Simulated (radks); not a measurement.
The germanium ion Ge2+ inside a hard spherical wall (all orbitals vanish at R), configuration held at [Ar] 3d10 4s2 and not refilled when levels cross. Method: scalar-relativistic Kohn-Sham, r2SCAN, spin-polarised, spherical densities, finite nucleus; meta-GGA in the generalised Kohn-Sham scheme; Fermi nuclear charge, rms radius 4.0742 fm; computed with a radial shooting solver on a logarithmic mesh with Libxc functionals. Eigenvalues in eV for spin up, with the zero of energy where the potential of the charges vanishes at infinity; a dash marks a level that is unbound or too diffuse for the functional's potential to be trusted. A positive occupied level is held by the wall or, in an anion where self-interaction has pushed it up, behind a barrier. The pressure on the wall is -dE/dV.

[
 {"R (bohr)": "free", "E (hartree)": "-2098.32358", "kinetic (hartree)": "2136.429", "e(3s)": "-193.62", "e(3p)": "-138.96", "e(3d)": "-49.996", "e(4s)": "-29.547", "e(4p, empty)": "-19.492", "e(4d, empty)": "-", "pressure (GPa)": "0"},
 {"R (bohr)": "20", "E (hartree)": "-2098.32358", "kinetic (hartree)": "2136.429", "e(3s)": "-193.62", "e(3p)": "-138.96", "e(3d)": "-49.996", "e(4s)": "-29.547", "e(4p, empty)": "-19.492", "e(4d, empty)": "-", "pressure (GPa)": "< 0.0001"},
 {"R (bohr)": "15", "E (hartree)": "-2098.32358", "kinetic (hartree)": "2136.429", "e(3s)": "-193.62", "e(3p)": "-138.96", "e(3d)": "-49.996", "e(4s)": "-29.547", "e(4p, empty)": "-19.492", "e(4d, empty)": "-", "pressure (GPa)": "< 0.0001"},
 {"R (bohr)": "8", "E (hartree)": "-2098.32357", "kinetic (hartree)": "2136.429", "e(3s)": "-193.62", "e(3p)": "-138.96", "e(3d)": "-49.996", "e(4s)": "-29.547", "e(4p, empty)": "-19.491", "e(4d, empty)": "-6.026", "pressure (GPa)": "0.000287"},
 {"R (bohr)": "6", "E (hartree)": "-2098.32311", "kinetic (hartree)": "2136.435", "e(3s)": "-193.59", "e(3p)": "-138.93", "e(3d)": "-49.975", "e(4s)": "-29.527", "e(4p, empty)": "-19.435", "e(4d, empty)": "-5.516", "pressure (GPa)": "0.0735"},
 {"R (bohr)": "5", "E (hartree)": "-2098.31861", "kinetic (hartree)": "2136.481", "e(3s)": "-193.45", "e(3p)": "-138.79", "e(3d)": "-49.835", "e(4s)": "-29.382", "e(4p, empty)": "-19.116", "e(4d, empty)": "-4.195", "pressure (GPa)": "1.07"},
 {"R (bohr)": "3", "E (hartree)": "-2097.95083", "kinetic (hartree)": "2138.418", "e(3s)": "-189.48", "e(3p)": "-134.85", "e(3d)": "-46.005", "e(4s)": "-22.643", "e(4p, empty)": "-8.973", "e(4d, empty)": "15.098", "pressure (GPa)": "204"},
 {"R (bohr)": "2.5", "E (hartree)": "-2097.23113", "kinetic (hartree)": "2141.423", "e(3s)": "-184.97", "e(3p)": "-130.41", "e(3d)": "-41.572", "e(4s)": "-12.060", "e(4p, empty)": "4.613", "e(4d, empty)": "34.572", "pressure (GPa)": "910"},
 {"R (bohr)": "2", "E (hartree)": "-2094.79318", "kinetic (hartree)": "2150.682", "e(3s)": "-174.33", "e(3p)": "-119.88", "e(3d)": "-30.446", "e(4s)": "18.437", "e(4p, empty)": "40.348", "e(4d, empty)": "78.005", "pressure (GPa)": "5220"},
 {"R (bohr)": "1.5", "E (hartree)": "-2084.23992", "kinetic (hartree)": "2187.698", "e(3s)": "-143.99", "e(3p)": "-88.761", "e(3d)": "4.437", "e(4s)": "124.47", "e(4p, empty)": "153.54", "e(4d, empty)": "193.88", "pressure (GPa)": "45300"}
]
